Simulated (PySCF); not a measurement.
Choosing a basis for TDDFT

CH5F3GeSi.
SMILES with atom numbers: `[F:1][C:2]([F:3])([F:4])[GeH2:5][SiH3:6]` (hydrogens: H7, H8 on Ge5; H9, H10, H11 on Si6)

TDDFT with PBE0 (PySCF), vertical singlets, core orbitals frozen in the response, spherical d and f functions. Isolated species at its PBE0-D3(BJ)/def2-SVP geometry, gas phase. The PBE0/6-31G* calculation is non-relativistic and has no spin–orbit coupling, an omission that weighs most on germanium.

| basis | functions | diffuse | S1 (eV) | S2 (eV) | S3 (eV) | S4 (eV) | S5 (eV) | LUMO (eV) | α (au) |
| --- | --- | --- | --- | --- | --- | --- | --- | --- | --- |
| 6-31G* | 116 | no | 7.51 | 7.88 | 7.92 | 8.46 | 8.48 | 0.14 | 63.7 |
| def2-SVP | 131 | no | 7.47 | 7.73 | 8.07 | 8.32 | 8.60 | -0.02 | 67.0 |
| def2-SVPD | 191 | yes | 7.33 | 7.62 | 7.67 | 7.87 | 8.16 | -0.24 | 77.6 |
| aug-cc-pVDZ | 200 | yes | 7.29 | 7.42 | 7.58 | 7.63 | 7.96 | -0.32 | 78.6 |
| def2-TZVP | 239 | no | 7.33 | 7.56 | 7.83 | 8.14 | 8.22 | -0.17 | 74.3 |
| def2-TZVPD | 299 | yes | 7.22 | 7.48 | 7.54 | 7.69 | 8.01 | -0.31 | 78.6 |

Compare the sets with the largest diffuse one.

States are compared by their number. Against the largest diffuse basis here (def2-TZVPD, itself not a converged limit), sets without diffuse functions differ by up to 0.29 eV in S1 and 0.58 eV in S5; the smaller diffuse sets differ by up to 0.10 and 0.15 eV. State by state, the largest deviation of a set without diffuse functions is S1 0.29, S2 0.40, S3 0.52, S4 0.77, S5 0.58 eV. The same number needn't mean the same state in each row. Against def2-TZVPD the polarisability deviates by -19% in 6-31G*, -15% in def2-SVP, -1% in def2-SVPD, 0% in aug-cc-pVDZ, -5% in def2-TZVP.

Without π bonds the low states are Rydberg-like; a valence basis with one diffuse set may place them up to an eV too high.
